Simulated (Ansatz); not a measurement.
Steps of a relaxation of C2H5AlClF with RKS PBE-D4/def2-SVP.

```sh
$ ansatz run in.yaml --threads 4 --pin off --events-out ev --progress --plain --max-ram 10444MiB
```

```yaml
crystal:
  periodic: [false, false, false]
  atoms:
    - {symbol: F, position_ang: [-0.319800, -0.656600, 1.773200]}
    - {symbol: C, position_ang: [0.435500, -0.874800, 0.667300]}
    - {symbol: Cl, position_ang: [0.694600, -2.625600, 0.557500]}
    - {symbol: C, position_ang: [-0.159300, -0.374700, -0.616000]}
    - {symbol: Al, position_ang: [-0.477600, 1.595900, -0.637600]}
    - {symbol: H, position_ang: [1.416400, -0.346100, 0.803100]}
    - {symbol: H, position_ang: [0.420200, -0.648500, -1.486100]}
    - {symbol: H, position_ang: [-1.190500, -0.847800, -0.729800]}
    - {symbol: H, position_ang: [-1.571000, 2.224600, 0.414100]}
    - {symbol: H, position_ang: [0.834500, 2.502600, -0.742600]}
basis:
  gaussian: {orbitals: def2-SVP}
hamiltonian: {xc: pbe, dispersion: d4}
relax: {f_tol: 0.03, max_steps: 200}
```

Positions (Å) and forces (eV/Å) along the path, 15 of 58 steps:

```xyz
10
step=1 energy=-23966.9338 eV
F    -0.320   -0.657    1.773   -0.530    0.492    0.194
C     0.435   -0.875    0.667    0.999    0.715   -0.498
Cl    0.695   -2.626    0.557    0.415   -0.887    0.046
C    -0.159   -0.375   -0.616   -2.628    0.445   -0.025
Al   -0.478    1.596   -0.638    0.387    0.135    1.847
H     1.416   -0.346    0.803    0.019   -0.558    0.269
H     0.420   -0.648   -1.486    0.677   -0.446   -0.542
H    -1.190   -0.848   -0.730    0.760    0.085   -0.030
H    -1.571    2.225    0.414   -0.122   -0.144   -0.709
H     0.835    2.503   -0.743    0.024    0.164   -0.553
10
step=3 energy=-23967.4334 eV
F    -0.289   -0.572    1.739   -0.067    0.070    0.168
C     0.463   -0.907    0.633    0.200    0.273   -0.228
Cl    0.678   -2.704    0.611   -0.068   -0.106   -0.020
C    -0.200   -0.352   -0.613    0.206   -0.090    0.172
Al   -0.410    1.624   -0.370   -0.024    0.025    0.009
H     1.494   -0.506    0.792   -0.136   -0.106   -0.051
H     0.437   -0.597   -1.489   -0.040    0.074   -0.012
H    -1.177   -0.858   -0.747   -0.060   -0.027   -0.011
H    -1.727    2.263    0.292    0.071   -0.067   -0.090
H     0.815    2.557   -0.845   -0.081   -0.046    0.064
10
step=4 energy=-23967.4562 eV
F    -0.230   -0.510    1.752    0.111   -0.005   -0.021
C     0.484   -0.907    0.629   -0.003    0.054   -0.134
Cl    0.589   -2.726    0.628   -0.067    0.084    0.033
C    -0.184   -0.344   -0.606    0.249   -0.085    0.112
Al   -0.423    1.623   -0.350   -0.052   -0.022   -0.039
H     1.541   -0.575    0.760   -0.136   -0.028   -0.025
H     0.451   -0.562   -1.493   -0.062    0.031    0.046
H    -1.157   -0.857   -0.745   -0.056   -0.009   -0.013
H    -1.776    2.238    0.238    0.012   -0.034   -0.025
H     0.788    2.569   -0.809    0.004    0.015    0.067
10
step=7 energy=-23967.5714 eV
F     0.043   -0.150    1.657   -0.017    0.111   -0.110
C     0.538   -0.873    0.547    0.021   -0.406   -0.026
Cl    0.285   -2.654    0.884    0.044    0.394    0.018
C    -0.147   -0.377   -0.688   -0.070    0.028   -0.054
Al   -0.456    1.555   -0.265    0.078    0.036    0.146
H     1.638   -0.733    0.541   -0.016   -0.008    0.016
H     0.464   -0.585   -1.588    0.003   -0.009   -0.015
H    -1.130   -0.878   -0.805    0.020   -0.012   -0.009
H    -1.929    2.058    0.104    0.028   -0.022   -0.028
H     0.778    2.587   -0.385   -0.091   -0.112    0.060
10
step=8 energy=-23967.6566 eV
F     0.093    0.009    1.556   -0.092    0.202   -0.018
C     0.546   -0.850    0.498   -0.034   -0.563   -0.239
Cl    0.223   -2.570    1.013    0.074    0.488   -0.014
C    -0.148   -0.405   -0.749   -0.070    0.045    0.072
Al   -0.455    1.501   -0.185    0.147    0.020    0.162
H     1.648   -0.742    0.469    0.011   -0.011    0.062
H     0.460   -0.610   -1.649    0.025    0.007   -0.039
H    -1.131   -0.910   -0.850    0.038   -0.020   -0.015
H    -1.948    1.999    0.102    0.034   -0.031    0.002
H     0.794    2.526   -0.203   -0.132   -0.138    0.027
10
step=11 energy=-23967.7459 eV
F     0.142    0.186    1.468   -0.020    0.227    0.041
C     0.544   -0.876    0.426    0.251    0.399   -0.438
Cl    0.108   -2.381    1.147   -0.295   -0.865    0.440
C    -0.138   -0.438   -0.812    0.003    0.088   -0.047
Al   -0.432    1.424   -0.041    0.008    0.007   -0.059
H     1.647   -0.800    0.430    0.004    0.134   -0.033
H     0.498   -0.570   -1.708   -0.003    0.068    0.040
H    -1.110   -0.954   -0.952    0.054   -0.009   -0.001
H    -1.949    1.882    0.183    0.026   -0.017    0.057
H     0.775    2.477   -0.139   -0.029   -0.033   -0.001
10
step=15 energy=-23967.8253 eV
F     0.368    0.388    1.454    0.120    0.243    0.364
C     0.532   -0.980    0.357   -0.179    0.012   -0.478
Cl   -0.263   -2.220    1.289    0.145    0.166   -0.214
C    -0.067   -0.453   -0.852    0.239   -0.646   -0.242
Al   -0.435    1.375    0.079    0.100    0.222    0.022
H     1.633   -1.020    0.450   -0.116   -0.034    0.106
H     0.669   -0.344   -1.692   -0.324    0.018    0.428
H    -0.993   -0.985   -1.158    0.113    0.194    0.049
H    -1.962    1.668    0.491    0.091   -0.026   -0.101
H     0.602    2.520   -0.415   -0.189   -0.150    0.066
10
step=22 energy=-23968.7586 eV
F     0.724    1.161    1.727   -0.037    0.007   -0.052
C     0.444   -1.289    0.169    0.342    0.209    0.149
Cl   -0.583   -2.201    1.192   -0.072   -0.031   -0.019
C     0.041   -0.643   -0.953   -0.179    0.009   -0.368
Al   -0.295    1.428    0.391   -0.031    0.135   -0.059
H     1.482   -1.205    0.552   -0.233   -0.079   -0.101
H     0.802   -0.140   -1.583   -0.160   -0.133    0.152
H    -0.992   -0.743   -1.354    0.312    0.030    0.153
H    -1.870    1.219    0.632    0.130   -0.016    0.002
H     0.330    2.365   -0.771   -0.071   -0.130    0.144
10
step=23 energy=-23968.7643 eV
F     0.738    1.178    1.723   -0.122    0.051   -0.075
C     0.433   -1.265    0.179    0.241    0.190   -0.389
Cl   -0.605   -2.162    1.199   -0.118   -0.022    0.045
C     0.050   -0.643   -0.970    0.121   -0.151    0.238
Al   -0.313    1.444    0.407    0.169   -0.147    0.087
H     1.477   -1.218    0.535   -0.120    0.008    0.055
H     0.821   -0.160   -1.592   -0.028   -0.040    0.035
H    -0.968   -0.737   -1.373   -0.103    0.018   -0.004
H    -1.866    1.182    0.660   -0.002    0.026    0.026
H     0.315    2.330   -0.764   -0.039    0.067   -0.020
10
step=25 energy=-23968.7721 eV
F     0.729    1.169    1.740    0.025    0.010    0.029
C     0.443   -1.256    0.165    0.089    0.082   -0.023
Cl   -0.625   -2.101    1.208   -0.052   -0.037    0.016
C     0.063   -0.652   -0.988   -0.080   -0.006   -0.001
Al   -0.304    1.418    0.417   -0.019    0.001   -0.062
H     1.478   -1.209    0.541   -0.036   -0.030   -0.010
H     0.831   -0.188   -1.625    0.002   -0.007    0.003
H    -0.970   -0.721   -1.370    0.065   -0.012    0.019
H    -1.860    1.158    0.669    0.019   -0.005    0.010
H     0.297    2.332   -0.754   -0.014    0.003    0.020
10
step=29 energy=-23968.7764 eV
F     0.841    1.238    1.663   -0.073    0.003   -0.078
C     0.414   -1.262    0.176   -0.095   -0.050    0.027
Cl   -0.730   -2.109    1.146    0.061    0.031   -0.031
C     0.097   -0.642   -0.987    0.079    0.015    0.027
Al   -0.302    1.416    0.412    0.059    0.000    0.072
H     1.427   -1.245    0.610   -0.004    0.014   -0.006
H     0.901   -0.184   -1.583   -0.014   -0.006    0.006
H    -0.914   -0.702   -1.417   -0.027    0.004   -0.019
H    -1.821    1.089    0.786    0.029    0.006   -0.004
H     0.168    2.349   -0.803   -0.014   -0.019    0.005
10
step=30 energy=-23968.7771 eV
F     0.871    1.254    1.640   -0.080    0.012   -0.078
C     0.402   -1.263    0.181   -0.052   -0.022   -0.031
Cl   -0.752   -2.122    1.124    0.035    0.024   -0.015
C     0.105   -0.636   -0.985    0.071   -0.014    0.056
Al   -0.300    1.417    0.414    0.061   -0.024    0.058
H     1.408   -1.244    0.632   -0.022    0.017   -0.016
H     0.919   -0.173   -1.565   -0.022   -0.012    0.014
H    -0.899   -0.696   -1.434   -0.005    0.005   -0.008
H    -1.807    1.077    0.822    0.031    0.020   -0.002
H     0.136    2.336   -0.825   -0.017   -0.006    0.020
10
step=35 energy=-23968.7788 eV
F     0.964    1.300    1.549   -0.029    0.005   -0.026
C     0.366   -1.273    0.191    0.035    0.029   -0.007
Cl   -0.825   -2.155    1.058   -0.010   -0.006   -0.003
C     0.136   -0.629   -0.980   -0.044   -0.010   -0.015
Al   -0.297    1.411    0.414    0.027    0.001    0.019
H     1.344   -1.241    0.697   -0.012   -0.011    0.004
H     0.981   -0.154   -1.502   -0.007   -0.005    0.005
H    -0.839   -0.682   -1.494    0.035   -0.001    0.015
H    -1.761    1.061    0.945    0.009    0.003   -0.003
H     0.015    2.312   -0.874   -0.006   -0.005    0.012
10
step=46 energy=-23968.7964 eV rejected
F     1.378    1.599    0.903   -0.604   -0.187   -0.200
C     0.137   -1.253    0.229   -0.142    0.139   -0.065
Cl   -1.237   -2.242    0.576    0.146    0.073   -0.041
C     0.330   -0.624   -0.964   -0.037   -0.027    0.167
Al   -0.262    1.340    0.427    0.460    0.344    0.186
H     0.847   -1.163    1.072   -0.003   -0.063   -0.096
H     1.272   -0.073   -1.130   -0.049   -0.062    0.022
H    -0.386   -0.726   -1.799    0.088    0.007    0.073
H    -1.284    1.002    1.617    0.111   -0.080   -0.106
H    -0.712    2.089   -0.928    0.031   -0.144    0.060
10
step=58 energy=-23968.8299 eV
F     1.358    1.867    0.562   -0.005   -0.002   -0.001
C     0.054   -1.268    0.227   -0.028   -0.015    0.010
Cl   -1.453   -2.092    0.375    0.017    0.008   -0.001
C     0.444   -0.617   -0.897    0.003    0.004   -0.006
Al   -0.260    1.366    0.421    0.006    0.003   -0.002
H     0.684   -1.337    1.130    0.004    0.002   -0.002
H     1.446   -0.160   -0.928    0.001    0.001   -0.001
H    -0.179   -0.600   -1.803    0.002    0.001    0.000
H    -0.954    0.909    1.783   -0.001   -0.001    0.002
H    -1.057    1.881   -0.867    0.001   -0.001    0.001
```

It took 68 s on 4 threads of an Arm Neoverse V2 on a shared host, with 0.15 GiB of host memory at the peak.
